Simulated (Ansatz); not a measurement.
`C[C]1=[C](F)[SnH2]1` and `F[C]1=[CH][SnH2]1` differ in one atom or group.

Ansatz, PBE0-D4/def2-TZVP geometries, multiplicity 1. 

Elements past krypton have def2 core potentials.

```
                               property  `C[C]1=[C](F)[SnH2]1`
  LUMO energy (ωB97M-V/def2-TZVPP) / eV                   0.72
  HOMO–LUMO gap (B3LYP/def2-TZVPP) / eV                   5.69
  HOMO energy (ωB97M-V/def2-TZVPP) / eV                  -9.06
HOMO–LUMO gap (ωB97M-V/def2-TZVPP) / eV                   9.78
   HOMO–LUMO gap (PBE0/def2-TZVPP) / eV                   6.11
      HOMO energy (PBE/def2-TZVPP) / eV                  -5.90
```

Q: Give the same properties after the change, and the shifts. (Estimate.)

A: Ansatz gave: 
```tsv
property	`F[C]1=[CH][SnH2]1`	shift
LUMO energy (ωB97M-V/def2-TZVPP) / eV	0.59	-0.13
HOMO–LUMO gap (B3LYP/def2-TZVPP) / eV	5.77	0.08
HOMO energy (ωB97M-V/def2-TZVPP) / eV	-9.30	-0.24
HOMO–LUMO gap (ωB97M-V/def2-TZVPP) / eV	9.89	0.11
HOMO–LUMO gap (PBE0/def2-TZVPP) / eV	6.19	0.08
HOMO energy (PBE/def2-TZVPP) / eV	-6.11	-0.21
```

With PBE0 the HOMO falls by 0.23 eV and the LUMO falls by 0.13 eV, so the gap widens by about 0.10 eV. PBE moves the HOMO by -0.21 eV and ωB97M-V by -0.24 eV.

B3LYP here is the variant with VWN-RPA as its local correlation; programs differ in this.
